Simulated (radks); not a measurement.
The numbers below are computed, except where a source is named.
Valence configurations of Sc I (all share [Ar]). Code: a radial shooting solver on a logarithmic mesh with Libxc functionals. Model: scalar-relativistic Kohn-Sham, BLYP, spin-polarised, spherical densities, finite nucleus; open shells are filled with parallel spins first; Fermi nuclear charge, rms radius 3.5459 fm. Energies are relative to 3d1 4s2; eigenvalues in eV for spin up.

| valence | E (eV) | moment (Bohr magnetons) | e(3d) | e(4p) | e(4s) |
|---|---|---|---|---|---|
| 3d1 4s2 | 0.000 | 1 | -3.354 | - | -4.128 |
| 3d1 4s1.5 4p0.5 | 1.204 | 2 | -3.971 | -1.763 | -4.659 |
| 3d3 | 3.472 | 3 | -0.926 | - | - |
| 4s2 4p1 | 3.584 | 1 | - | -2.474 | -5.849 |
| 3d2 4s0.5 4p0.5 | 2.280 | 3 | -2.003 | -1.496 | -4.086 |
| 3d2 4s1 | 0.997 | 3 | -1.535 | - | -3.754 |
| 3d1.5 4s1.5 | 0.416 | 2 | -2.259 | - | -3.891 |
| 3d0.5 4s2 4p0.5 | 1.374 | 1 | -5.462 | -1.918 | -4.990 |
| 3d1.5 4s0.5 4p1 | 2.744 | 3 | -3.308 | -1.900 | -4.705 |
| 3d1 4s1 4p1 | 2.228 | 3 | -4.483 | -2.110 | -5.115 |

NIST lists [Ar] 3d1 4s2 as the ground configuration; this level of theory agrees among the configurations tried. The energies are those of spherical high-spin densities, not of single terms.
